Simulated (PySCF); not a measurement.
Delta-SCF ions had no search for a lower state. Excitations are Tamm–Dancoff values on a coarser integration grid. The basis has no diffuse functions, so Rydberg states are missing or too high.

## C₄H₈BN, SMILES `N/C(=C\B)C=C` (charge 0, multiplicity 1)

The numbers are results of PBE0-D4/def2-TZVP (PySCF), not measurements.

```yaml
HOMO: -6.52 eV
dipole_moment: 3.61 D
HOMO–LUMO gap: 4.53 eV
LUMO: -1.99 eV
S1 excitation (TDA): 4.29 eV
S1 oscillator strength: 0.445
brightest of the four lowest singlets (TDA): 4.29 eV
T1 excitation (TDA): 2.46 eV
S1–T1 gap (TDA): 1.84 eV
vertical ionisation energy (Delta-SCF): 8.37 eV
total_energy: -236.5968 Ha
cost: roughly 4 core-minutes
```

```xyz
14

B      1.2291    -1.0993     1.9520
C      1.1565    -0.2646     0.7081
C      0.0101    -0.0198    -0.0158
N     -1.2170    -0.4309     0.3708
C      0.0858     0.7673    -1.2495
C     -0.9465     1.3049    -1.8934
H      2.2568    -1.2443     2.5492
H      0.2568    -1.6674     2.3862
H      2.0477     0.2029     0.2993
H     -1.2650    -1.0375     1.1728
H     -1.9394    -0.5292    -0.3190
H      1.0915     0.9148    -1.6278
H     -1.9660     1.2263    -1.5317
H     -0.8004     1.8769    -2.8012
```
